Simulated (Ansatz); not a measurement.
Compare A (`[NH2][GeH]1[O][SiH2]1`) with its isomer B (`N[SiH]1[O][GeH2]1`).

Computed with Ansatz on PBE0-D4/def2-TZVP structures; ΔE is electronic, products minus reactants. CCSD(T)/CBS adds triple-zeta CCSD(T) − MP2 to the extrapolated MP2 energy (def2 sets, frozen cores). DFT in def2-TZVPP. B3LYP here is the variant with VWN-RPA as its local correlation; programs differ in this. For Ge outer-core shells are correlated without core-valence functions, which leaves a few kJ/mol of doubt a bond. Scalar relativity is left out up to krypton. One conformer a species, not always the lowest.

A:

```xyz
9

N    -0.0341   -1.8976   -0.0569
Ge    0.6316   -0.2385    0.2484
O    -0.6720    0.8463    1.0982
Si   -0.4205    1.6829   -0.2992
H     0.5418   -2.6823    0.2032
H    -0.5268   -2.0708   -0.9175
H     1.8188   -0.3929    1.2090
H    -1.5354    1.7210   -1.2824
H     0.1965    3.0319   -0.2027
```

B:

Z-matrix (Å, degrees):
```
Si
O 1 1.629
Ge 1 2.282 2 55.7
N 1 1.688 2 117.8 3 118.4
H 1 1.482 2 120.0 3 -109.3
H 3 1.542 1 125.6 2 -79.1
H 3 1.542 1 123.1 2 79.8
H 4 1.006 1 123.6 2 -41.2
H 4 1.006 1 121.8 2 153.3
```

**Question.** Which isomer does CCSD(T)/CBS put lower? Give the gap. (Estimate.)

**Answer.** Computed: B, by 63.3 kJ/mol.

**Question.** Give E(B) − E(A) in kJ/mol with HF/def2-TZVPP, PBE-D4, CCSD(T)/def2-TZVPP, ωB97M-V, BLYP-D4, B3LYP-D4, CCSD/def2-TZVPP. (An estimate is asked.)

**Answer.** The calculation gave: HF/def2-TZVPP -63.9, PBE-D4 -63.5, CCSD(T)/def2-TZVPP -61.5, ωB97M-V -66.9, BLYP-D4 -65.4, B3LYP-D4 -66.7, CCSD/def2-TZVPP -62.2. None reverses the order clearly.

**Question.** Does the order hold for the free energy at 298.15 K (harmonic terms from PBE0-D4)? (Estimate.)

**Answer.** The calculation gave: Yes: G(B) − G(A) = -62.2 kJ/mol, for one conformer each.

Largest T1 diagnostic: 0.014.

At CCSD(T), def2-SVP lies +6.6 kJ/mol from the extrapolated value and def2-TZVPP +1.8 kJ/mol. Leaving LDA and LC-ωPBE aside and taking each functional with its dispersion term where it has one, the values, not all of them listed here, spread over 7.6 kJ/mol, from B97M-V to ωB97X-V. LDA lies −5.8 kJ/mol from PBE without D4.
